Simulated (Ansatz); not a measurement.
CH3ClMoO2 (`[CH3][Mo](=[O])(=[O])[Cl]`). The species carries charge 0 and has multiplicity 1. Correlated methods include outer-core shells of Mo, which these sets cover unevenly. Mo: def2 effective core potential.

```xyz
8

C     0.9982   -0.1691   -0.4803
Mo   -0.8468    0.2408    0.4127
O    -0.4967    1.1070    1.7959
O    -1.6515    1.2427   -0.6524
Cl   -1.9486   -1.6805    0.8260
H     0.8179   -0.7015   -1.4184
H     1.5451    0.7530   -0.6864
H     1.5823   -0.7924    0.2028
```

(1) Give the diagnostics of a CCSD(T)/def2-TZVPP run (frozen core, Ansatz). (An estimate is asked.)

## Answers

(1) Computed: T1 = 0.0245, largest single amplitude 0.067, largest double 0.036, (T) share of the correlation energy 5.9 %, 14 CCSD cycles. The RHF solution is stable towards an unrestricted one. T1 lies over the customary mark of 0.02 for closed shells; compounds of d metals often pass it without a breakdown.
